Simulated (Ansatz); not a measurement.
Basis-set series for `Cl[SiH]1O[SiH2]1`. The species carries charge 0 and has multiplicity 1. All single points use the PBE0-D4/def2-TZVP geometry.

```tsv
functional	basis	functions	energy (Eh)	HOMO (eV)	LUMO (eV)
PBE0-D4	def2-SVP	83	-1115.41620	-7.16	-1.04
PBE0-D4	def2-TZVPP	199	-1115.88546	-7.18	-1.18
ωB97M-V	def2-SVP	83	-1115.80087	-9.16	0.87
ωB97M-V	def2-TZVPP	199	-1116.27033	-9.22	0.61
```

Q: Give the rows for def2-QZVPP. (Best estimate.)

A: Ansatz gave: 
```tsv
functional	basis	functions	energy (Eh)	HOMO (eV)	LUMO (eV)
PBE0-D4	def2-QZVPP	357	-1115.92353	-7.22	-1.24
ωB97M-V	def2-QZVPP	357	-1116.30608	-9.25	0.46
```

Positive LUMOs are unbound and depend on the basis.
